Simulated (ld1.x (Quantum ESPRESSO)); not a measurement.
## What one change does to a pseudopotential (molybdenum (Mo), RRKJ)

ld1.x (Quantum ESPRESSO) 7.5 input, shortened:

```
&input
   title='Mo', zed=42., rel=1, dft='BP', iswitch=3,
   config='[Kr] 4d6 5s0 5p0'
 /
 &inputp
   pseudotype=2, tm=.false., rho0=0.001, lloc=0,
   nlcc=.true.
 /
3
5P  2  1   0.00   0.00  4.10  4.10  0.0
4D  3  2   6.00   0.00  2.00  2.00  0.0
5S  1  0   0.00   0.00  2.30  2.30  0.0
 &test
   configts(1)='4d6 5s0 5p0'
 /
```

Change: reference 4d5 5s0.75 5p0.

Cutoffs: the cutoffs (Ry, on a coarse ladder) from which the occupation-weighted sum of valence levels, in a spherical-Bessel basis at the reference potential, stays within 10 and 1 mRy of its value at 400 Ry; they do not see the model core or the augmentation charge, which bear on the density cutoff. Errors are all-electron minus pseudo energies relative to the spin-unpolarised reference configuration.

Q: What does the change do?

A: The potential gets neither clearly harder nor softer (35 Ry and 40 Ry → 35 Ry and 40 Ry); neither file shows a bound ghost.

| quantity | base | changed |
| --- | --- | --- |
| cutoff, loose | 35 Ry | 35 Ry |
| cutoff, tight | 40 Ry | 40 Ry |
| bound ghosts | none | none |
| largest error over its own tests, meV | -2338 | -636 |
| s: phases at 4.45 bohr within 0.05 rad from the reference energy up to (Ry; the scan ends near 5) | 0.7 | 0.6 |
| p: phases at 4.45 bohr within 0.05 rad from the reference energy up to (Ry; the scan ends near 5) | 1.4 | 1.2 |
| d: phases at 4.45 bohr within 0.05 rad from the reference energy up to (Ry; the scan ends near 5) | 0.4 | 0.3 |
